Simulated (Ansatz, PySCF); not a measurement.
BH4O4, SMILES O[B-](O)(O)O, charge -1.

Geometry: PBE0-D3(BJ)/def2-SVPD. One conformer was computed; it need not be the lowest.

Estimates of the vertical detachment energy (IE) of the anion in eV. Rows of orbital energies are one-electron estimates, which approximate functionals can put far too low.

```csv
level,IE
"−ε(HOMO), −ε(LUMO), M06-2X/def2-SVPD (PySCF)",3.99
"−ε(HOMO), −ε(LUMO), PBE/def2-SVPD (PySCF)",0.68
"ΔSCF, CAM-B3LYP/def2-SVPD (Ansatz), final states of multiplicity 2",4.85
"ΔSCF, PBE/def2-SVPD (Ansatz), final states of multiplicity 2",3.84
```

### Question
What vertical singlet–triplet gap does ΔSCF give with CAM-B3LYP/def2-SVPD (Ansatz, an electronic-structure program) and with PBE/def2-SVPD (Ansatz)? (The exact figures need the calculation; the answer reports its results.)

### Answer
5.86 and 4.61 eV (triplet above singlet where positive).
